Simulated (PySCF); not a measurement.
C₄H₉N, SMILES C/C=N/CC. Geometry: PBE0-D3(BJ)/def2-SVP. The structure was generated by enumeration; whether it is a known compound was not checked. Other conformers were not sampled.

Level of theory: PySCF with PBE0-D3(BJ)/def2-SVP.

Harmonic wavenumbers (cm⁻¹): 94, 181, 213, 223, 330, 451, 530, 812, 875, 884, 967, 1084, 1100, 1130, 1138, 1191, 1282, 1351, 1364, 1391, 1413, 1441, 1448, 1458, 1464, 1484, 1817, 2973, 2980, 3051, 3060, 3075, 3132, 3156, 3165, 3186. Rotational constants (GHz): 18.28, 2.288, 2.216; symmetry number 1.

### Question
Work out the zero-point energy and the ideal-gas rigid-rotor harmonic-oscillator thermochemistry at 298.15 K and 1 atm.

### Answer
ZPE = ½ Σ hcν = ½ × 54892 cm⁻¹ = 78.47 kcal/mol. H − E(el) = 83.15 kcal/mol. Entropy in cal/(mol K): translation 38.70, rotation 25.65, vibration 13.55, total 77.91. G − E(el) = 59.92 kcal/mol. Cp = 24.02 cal/(mol K). Modes under 150 cm⁻¹ make the vibrational entropy uncertain.
